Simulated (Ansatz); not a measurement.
`Cl[Si](Cl)(Cl)[SnH3]` + H₂S → `S[Si](Cl)(Cl)Cl` + `[SnH4]` at 600 K and 1 bar (cleavage of the Si–Sn bond).

Program: Ansatz. Geometries: PBE0-D4/def2-TZVP. ΔE: electronic, gas phase. CCSD(T)/CBS is the MP2 limit (def2-TZVPP, def2-QZVPP) plus CCSD(T) − MP2 in def2-TZVPP, frozen cores. This one scheme is used for every species. def2 core potentials past Kr. For Sn outer-core shells are correlated without core-valence functions, which leaves a few kJ/mol of doubt a bond. One conformer a species, not always the lowest.

```
               species  CCSD(T)/CBS energy (Eh)  H − E (kJ/mol)  S (J/(mol·K))
`Cl[Si](Cl)(Cl)[SnH3]`              -1884.38755           137.4          502.2
                   H₂S               -398.97279            60.8          230.9
     `S[Si](Cl)(Cl)Cl`              -2066.97878            95.8          443.1
              `[SnH4]`               -216.39156            98.5          271.3
```

H − E and S are ideal-gas, rigid-rotor, harmonic terms from PBE0-D4/def2-TZVP, for one conformer and one mirror image of each species. 1 Eh = 2625.50 kJ/mol, R = 8.31446 J/(mol·K).

Problem. By hand: ΔE, ΔH, ΔS and ΔG.

Solution. ΔE = (-2066.97878) + (-216.39156) − (-1884.38755) − (-398.97279) = -0.01000 Eh = -26.3 kJ/mol. Δ(H − E) = 95.8 + 98.5 − 137.4 − 60.8 = -3.9, so ΔH = -30.2 kJ/mol. ΔS = 443.1 + 271.3 − 502.2 − 230.9 = -18.7 J/(mol·K). ΔG = -30.2 − 600 × (-18.7)/1000 = -19.0 kJ/mol.

Problem. By hand: the equilibrium constant, and the temperature at which ΔG would vanish if ΔH and ΔS stayed fixed.

Solution. log₁₀ K = −ΔG/(RT ln 10) = 1.7. ΔG = 0 at ΔH/ΔS = 1615 K, though so small a ΔS makes that figure unsure.

TΔS isn't small against ΔH here. A doubt of 5 kJ/mol in ΔE shifts log₁₀ K by 0.4 here. Other conformers and mirror images would add mixing entropy, several J/(mol·K) or more a flexible species. These are equilibria of isolated gas molecules and say nothing of rates. Largest T1 diagnostic: 0.013 (customary marks: 0.02 for closed shells, 0.045 for open ones).
